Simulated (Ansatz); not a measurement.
Species: MgF₂, charge 0, singlet. MgF2 (SMILES [F][Mg][F]).
B3LYP-D3(BJ)/def2-TZVP minimum from Ansatz (an electronic-structure program):
```xyz
3

Mg     0.0000     0.0000     0.0000
F      0.0000     0.0000     1.7511
F      0.0000     0.0000    -1.7511
```

Property: atomisation energy (electronic, to ground-state atoms), in kcal/mol. UHF or UKS for unpaired electrons; spin-orbit terms are left out. Correlated methods leave the cores frozen. No relativity. CBS(X,Y): correlation extrapolated as X^-3, Hartree-Fock from the larger set. A bracket is a step between two methods taken in the basis named. Double hybrids freeze cores in their MP2 part. Where a partner has so few electrons that a lower coupled-cluster level is exact, that level stands in.

CCSD(T)/CBS(def2-TZVPP,def2-QZVPP) + [CCSDT(Q) - CCSD(T)]/def2-TZVPP + [CCSDTQ - CCSDT(Q)]/def2-SVP (Ansatz) gives 250.0 kcal/mol.

Question: What does PBE/def2-TZVPD (Ansatz) give here, and how do the other levels compare?

Answer: PBE gives 247.1 kcal/mol, 2.9 kcal/mol below it. Differences of the others: r2SCAN/def2-TZVPD (Ansatz) -3.5; B3LYP/def2-TZVPD (Ansatz) -11.2; B2PLYP/def2-TZVPD (Ansatz) -6.8; CCSD(T)/CBS(def2-TZVPP,def2-QZVPP) (Ansatz) -0.1 kcal/mol. Nearer than PBE: CCSD(T)/CBS(def2-TZVPP,def2-QZVPP).
